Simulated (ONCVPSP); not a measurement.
## Reading a pseudo-wave (beryllium (Be))

Columns: radius, all-electron u(r) and pseudo u(r) of the 1s shell (level -104.93 eV) of beryllium in the configuration 1s2 2s2; LDA (Perdew-Zunger), scalar-relativistic, ONCV scheme, ONCVPSP 4.0.1.

```tsv
r (bohr)	all-electron	pseudo
0.032	0.4080	0.2748
0.065	0.7272	0.5456
0.098	0.9635	0.7919
0.130	1.1286	0.9983
0.162	1.2433	1.1666
0.195	1.3196	1.2974
0.228	1.3621	1.3847
0.260	1.3777	1.4302
0.292	1.3738	1.4419
0.325	1.3540	1.4254
0.358	1.3221	1.3876
0.390	1.2825	1.3368
0.422	1.2366	1.2778
0.455	1.1848	1.2124
0.488	1.1300	1.1459
0.520	1.0753	1.0830
0.552	1.0200	1.0228
0.585	0.9631	0.9636
0.618	0.9070	0.9070
0.650	0.8539	0.8538
0.682	0.8022	0.8022
0.715	0.7509	0.7509
0.748	0.7017	0.7017
0.780	0.6562	0.6561
0.812	0.6128	0.6127
0.845	0.5703	0.5703
```

(1) How many radial nodes do the two functions have?

(2) At about which radius was the pseudo-wave matched?

(3) Is the pseudo-wave norm-conserving?

Results:

(1) The all-electron 1s function has n − l − 1 = 0; the pseudo-wave has 0.

(2) 0.65 bohr, where the columns begin to agree (steps of 0.03 bohr).

(3) Yes: the ONCV scheme keeps the norm inside the radius equal to the all-electron one, which fixes the energy derivative of the logarithmic derivative at the level.
